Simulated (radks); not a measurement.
The numbers below are computed, except where a source is named.
Species: neutral selenium. Configuration: [Ar] 3d10 4s2 4p3.75 5s0.25 (fractional occupations, a model configuration). Code: a radial shooting solver on a logarithmic mesh with Libxc functionals. Model: scalar-relativistic Kohn-Sham, PBE, spin-polarised, spherical densities, finite nucleus; open shells are filled with parallel spins first; Fermi nuclear charge, rms radius 4.14 fm.

Local quantities along the radius. ELF = 1/(1 + alpha^2) is the electron localisation function; alpha = (tau - tau_W)/tau_unif compares the Pauli kinetic energy density with that of the uniform gas (summed over spins); r v_xc is r times the local exchange-correlation potential of spin up (hartree bohr); -r V(r) is the screened charge that the Kohn-Sham potential of spin up presents (atomic units); 4 pi r^2 rho is in e/bohr. tau is taken from the large components.

r (bohr)    ELF     alpha    r v_xc  -r V(r)  4 pi r^2 rho
0.001722  1.000   0.01897  -0.09260    33.80         1.090
0.002352  1.000   0.01931   -0.1085    33.70         1.911
0.003188  1.000   0.02028   -0.1298    33.58         3.253
0.00432   1.000   0.02210   -0.1581    33.42         5.427
0.005902  0.999   0.02531   -0.1954    33.19         8.919
0.007999  0.999   0.03064   -0.2406    32.89         13.94
0.01093   0.998   0.04033   -0.2959    32.47         20.92
0.01481   0.997   0.05827   -0.3566    31.93         29.01
0.02023   0.991   0.09725   -0.4207    31.21         36.95
0.02742   0.966    0.1883   -0.4762    30.30         41.62
0.03716   0.845    0.4290   -0.5147    29.16         41.03
0.05077   0.486     1.027   -0.5336    27.69         36.41
0.06881   0.294     1.551   -0.5516    25.95         34.50
0.09401   0.486     1.027   -0.6761    23.89         40.90
0.1274    0.754    0.5705   -0.8279    21.56         49.10
0.1727    0.758    0.5656   -0.8842    18.92         45.42
0.2359    0.377     1.285   -0.8263    15.96         31.14
0.3197    0.289     1.568   -0.8529    12.96         26.67
0.4368    0.680    0.6861    -1.099    9.984         32.54
0.5919    0.772    0.5434    -1.168    7.287         28.55
0.8022    0.564    0.8786    -1.024    5.146         15.09
1.096     0.209     1.948   -0.8279    3.535         6.155
1.485     0.428     1.156   -0.9058    2.533         4.022
2.029     0.789    0.5166   -0.9745    1.773         2.946
2.75      0.702    0.6511   -0.8490    1.186         1.429
3.757     0.261     1.684   -0.6186   0.7555        0.4138
5.092     0.038     5.041   -0.4985   0.5606        0.1023
6.901     0.143     2.450   -0.3994   0.4250       0.04027
9.427     0.926    0.2826   -0.3463   0.3534       0.01748
12.78     1.000   0.02179   -0.3149   0.3160      0.004567
17.45     1.000  0.001085   -0.1870   0.1871     0.0004512

On this mesh the ELF has minima near r = 0.069, 0.27, 1.1, 5.1 bohr, which separate the shells, and maxima near 0.15 (0.79), 0.59 (0.77), 2.0 (0.79).
